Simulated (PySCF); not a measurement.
Species: C8H17O (doublet state).
SMILES with atom numbers: `[CH2:1][O:2][C@:3]([CH3:4])([CH2:5][CH3:6])[CH2:7][CH2:8][CH3:9]` (hydrogens: H10, H11 on C1; H12, H13, H14 on C4; H15, H16 on C5; H17, H18, H19 on C6; H20, H21 on C7; H22, H23 on C8; H24, H25, H26 on C9)

Structure used (PBE0-D3(BJ)/def2-SVP), in Å, numbered top down from 1:
```
atom  x, y, z in Å
C1    -1.798    2.253    0.532
O2    -0.618    1.644    0.319
C3    -0.568    0.437   -0.458
C4    -1.180    0.687   -1.832
C5    -1.307   -0.675    0.304
C6    -1.155   -2.075   -0.270
C7     0.929    0.153   -0.603
C8     1.679   -0.095    0.696
C9     3.180   -0.216    0.490
H10   -1.721    3.124    1.185
H11   -2.723    1.668    0.508
H12   -0.673    1.533   -2.320
H13   -2.250    0.927   -1.757
H14   -1.069   -0.197   -2.476
H15   -2.378   -0.418    0.345
H16   -0.954   -0.655    1.347
H17   -1.497   -2.132   -1.315
H18   -1.754   -2.795    0.307
H19   -0.112   -2.422   -0.241
H20    1.371    1.025   -1.115
H21    1.063   -0.701   -1.288
H22    1.302   -1.012    1.180
H23    1.456    0.730    1.391
H24    3.599    0.703    0.050
H25    3.428   -1.047   -0.191
H26    3.707   -0.399    1.440
```

The hyperfine couplings belong to this conformer and change with its torsions.

Theory: UKS B3LYP, IGLO-III on C O, pcH-1 on H, non-relativistic, mean-field spin-orbit, GIAO in PySCF. Geometry: PBE0-D3(BJ)/def2-SVP, one conformer, isolated molecule. Stability of the SCF solution: not tested.

Q: Where do the isotropic ENDOR lines of H10, H11, H12/H13/H14, H16, H21, H17/H18/H19 and H23 fall at 1219.4 mT, to first order?

A: ν± = |νn ± a/2|, one line for each electron-spin manifold; νn = |g_N| × 7.62259 MHz/T × B.

```json
{"nuclei": "H10", "isotope": "1H", "g_N": "5.5857", "νn (MHz)": "51.92", "a_iso (MHz)": "-42.60", "lower line (MHz)": "30.62", "upper line (MHz)": "73.22"}
{"nuclei": "H11", "isotope": "1H", "g_N": "5.5857", "νn (MHz)": "51.92", "a_iso (MHz)": "-30.81", "lower line (MHz)": "36.52", "upper line (MHz)": "67.32"}
{"nuclei": "H12/H13/H14", "isotope": "1H", "g_N": "5.5857", "νn (MHz)": "51.92", "a_iso (MHz)": "-0.96", "lower line (MHz)": "51.44", "upper line (MHz)": "52.40"}
{"nuclei": "H16", "isotope": "1H", "g_N": "5.5857", "νn (MHz)": "51.92", "a_iso (MHz)": "-0.73", "lower line (MHz)": "51.56", "upper line (MHz)": "52.28"}
{"nuclei": "H21", "isotope": "1H", "g_N": "5.5857", "νn (MHz)": "51.92", "a_iso (MHz)": "-0.71", "lower line (MHz)": "51.56", "upper line (MHz)": "52.27"}
{"nuclei": "H17/H18/H19", "isotope": "1H", "g_N": "5.5857", "νn (MHz)": "51.92", "a_iso (MHz)": "0.68", "lower line (MHz)": "51.58", "upper line (MHz)": "52.26"}
{"nuclei": "H23", "isotope": "1H", "g_N": "5.5857", "νn (MHz)": "51.92", "a_iso (MHz)": "0.67", "lower line (MHz)": "51.58", "upper line (MHz)": "52.25"}
```

Q: Which pairs are centred on the nuclear Larmor frequency, and which on half the coupling?

A: Centred on νn, since |a| < 2νn: H10, H11, H12/H13/H14, H16, H21, H17/H18/H19 and H23. No pair has |a| > 2νn.

Class means assume fast exchange of nuclei equivalent by connectivity; if that motion is slow, each nucleus keeps its own coupling. H10 and H11 aren't averaged: C1 is flat or nearly so (angle sum 353°), and its turn about the short C1–O2 bond (1.34 Å) is taken as slow.

Largest spin populations (Mulliken): C1 (+0.97) and O2 (+0.11). No atom but C1 exceeds +0.15. The angles at C1 add up to 352.9°, so it is slightly pyramidal.
